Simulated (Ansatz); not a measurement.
Input file for Ansatz (a first-principles code): U-r2SCAN/cc-pVTZ on FGeH3 (SMILES [F][GeH3]), a point of a bond scan (R = 1.228 Å).

Ansatz 0.2 input:
```yaml
crystal:
  periodic: [false, false, false]
  atoms:
    - {symbol: Ge, position_ang: [-0.30048691, 0.12261230, -0.05789716]}
    - {symbol: F, position_ang: [1.29808634, -0.52967815, 0.25011245]}
    - {symbol: H, position_ang: [-0.81405322, -0.61416141, -0.89469896]}
    - {symbol: H, position_ang: [-0.08538108, 1.54898424, -0.58096857]}
    - {symbol: H, position_ang: [-1.03936991, 0.09288033, 1.28656520]}
basis:
  gaussian:
    orbitals: cc-pVTZ
hamiltonian:
  xc: {name: r2SCAN}
magnetization: {spin_polarized: true, initial_magnetization: 0}
```

Program output:

```
WARN ansatz: RAYON_NUM_THREADS=1 ignored (pool sized by the plan → 1); use --threads N
Functional definition: r2SCAN
integrals: 0.03 GiB planned
683 factors; their error is unknown
mean field: 0.39 GiB planned
mean field evaluation 1: about -59282.1855 eV, gradient 2.7e1 eV
mean field evaluation 2: about -59276.2771 eV, gradient 5.3e1 eV
mean field evaluation 4: about -59284.0865 eV, gradient 1.2e0 eV
mean field evaluation 8: about -59284.0825 eV, gradient 1.5e-2 eV
mean field -59284.08251154 eV, -2178.6498481048 hartree, gradient 2.3e-5 eV, S^2 0.000000; 0 other end points of the search recorded, 0 dependent functions left out
reference -59284.08252349 eV, -2178.6498485440 hartree; 22, 22 occupied and 93, 93 virtual orbitals, 683 factors
Total energy: -59284.08252349 eV, -2178.6498485440 hartree
```

The run converged.

Cost: about 6 core-seconds (a rough figure).
